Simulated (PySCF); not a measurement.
## Sm (samarium, neutral) across methods

[Xe] 4f7 6s1, high-spin 9S determinant (an excited configuration). Computed with PySCF 2.14 in cc-pVDZ-X2C, with scalar relativity by spin-free X2C-1e.

```json
{"method": "PBE", "E (hartree)": "-10426.24", "mean ε 5p β (eV)": "-17.691", "mean ε 6s α (eV)": "-2.936", "mean ε 4f α (eV)": "1.960", "Σ⟨r²⟩ (bohr²)": "74.40", "⟨S²⟩": "20.004"}
{"method": "UHF", "E (hartree)": "-10422.51989", "mean ε 5p β (eV)": "-21.767", "mean ε 6s α (eV)": "-3.966", "mean ε 4f α (eV)": "-5.090", "Σ⟨r²⟩ (bohr²)": "79.40", "⟨S²⟩": "20.010"}
{"method": "PBE0", "E (hartree)": "-10426.16", "mean ε 5p β (eV)": "-18.906", "mean ε 6s α (eV)": "-3.245", "mean ε 4f α (eV)": "0.338", "Σ⟨r²⟩ (bohr²)": "74.78", "⟨S²⟩": "20.005"}
{"method": "r2SCAN", "E (hartree)": "-10426.55", "mean ε 5p β (eV)": "-18.046", "mean ε 6s α (eV)": "-2.938", "mean ε 4f α (eV)": "2.146", "Σ⟨r²⟩ (bohr²)": "74.67", "⟨S²⟩": "20.007"}
```

**Question.** Estimate the same row for LDA.

**Answer.** E (hartree) = -10418.52; mean ε 5p β (eV) = -17.904; mean ε 6s α (eV) = -3.068; mean ε 4f α (eV) = 1.801; Σ⟨r²⟩ (bohr²) = 73.55; ⟨S²⟩ = 20.003.

Spin-orbit coupling, which splits the p, d and f shells strongly at this Z, is absent.

The highest occupied level is positive at LDA, PBE, PBE0, r2SCAN: only the finite basis holds that electron, which in a density functional comes from self-interaction.
